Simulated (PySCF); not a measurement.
All values below come from PBE-D3(BJ)/def2-TZVP (PySCF). Gas-phase values, no solvent. One relaxed conformer stands for a flexible species; it need not be the lowest. Excitations are Tamm–Dancoff values on a coarser integration grid. The basis has no diffuse functions, so Rydberg states are missing or too high.

Reference species (SMILES): `C#C[C@@H](S)SS` (neutral, multiplicity 1).

```
Property            Value
---------------  --------
LUMO             -1.71 eV
S1–T1 gap (TDA)   0.53 eV
```

Changed species: `C1CC12SSS2`.

### Question
Give the shifts of the LUMO and S1–T1 gap (TDA).

### Answer
the LUMO falls by 1.36 eV, to -3.07 eV; the S1–T1 gap (TDA) falls by 0.12 eV, to 0.41 eV.
